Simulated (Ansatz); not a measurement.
Reaction (ligand exchange at a Ga–O bond): `[OH][GaH2]` + `[SiH3]N[SiH3]` → `[SiH3][N]([SiH3])[GaH2]` + H₂O

Calculated with Ansatz (gas phase, PBE0-D4/def2-TZVP geometries, no zero-point term in ΔE). CBS: MP2 limit from def2 TZ/QZ plus the TZ coupled-cluster correction, frozen cores. This one scheme is used for every species. Functionals use def2-TZVPP. For Ga outer-core shells are correlated without core-valence functions, which leaves a few kJ/mol of doubt a bond. Scalar relativity is left out up to krypton.

`[OH][GaH2]`:

Z-matrix (Å, degrees):
```
Ga
O 1 1.788
H 1 1.565 2 117.5
H 1 1.556 2 113.8 3 180.0
H 2 0.959 1 114.1 3 0.0
```

`[SiH3]N[SiH3]`:

Cartesian coordinates in Å:
```
Si -1.017 -1.130 -0.354
N -0.264 0.124 0.562
Si 1.113 1.082 0.161
H -0.122 -1.444 -1.495
H -2.352 -0.731 -0.881
H -1.220 -2.348 0.478
H -0.726 0.367 1.427
H 1.733 0.485 -1.048
H 2.096 1.095 1.278
H 0.759 2.500 -0.128
```

`[SiH3][N]([SiH3])[GaH2]`:

Cartesian coordinates in Å:
```
Si -1.058 1.279 -0.166
N -0.001 -0.066 0.124
Si 1.074 -0.580 -1.137
Ga -0.021 -0.943 1.758
H -1.847 1.558 1.061
H -0.280 2.495 -0.533
H -1.993 0.991 -1.290
H 1.853 -1.756 -0.670
H 0.315 -0.954 -2.363
H 2.017 0.510 -1.512
H -1.027 -0.396 2.817
H 0.969 -2.138 1.908
```

H₂O:

Cartesian coordinates in Å:
```
O -0.389 0.005 0.005
H 0.186 0.041 -0.763
H 0.203 -0.046 0.758
```

```tsv
level	ΔE (kcal/mol)
ωB97X-V	2.6
CCSD(T)/def2-SVP	1.6
```

**Question.** What does CCSD(T)/CBS give? (Best estimate.)

**Answer.** The calculation gave: -0.5 kcal/mol. The listed levels differ from it by 3.1, 2.1 kcal/mol.

Largest T1 diagnostic among the species: 0.015.

In def2-TZVPP, CCSD(T) changes the Hartree–Fock value by −5.1 kcal/mol (the triples alone add −0.8 kcal/mol) and MP2 by −5.6 kcal/mol. From PBE to PBE0 (25 % exact exchange), in def2-TZVPP and without D4, ΔE moves by −0.8 kcal/mol. Leaving LDA and LC-ωPBE aside and taking each functional with its dispersion term where it has one, the values, not all of them listed here, spread over 2.6 kcal/mol, from HSE06-D4 to B2PLYP. LDA lies −2.1 kcal/mol from PBE without D4.
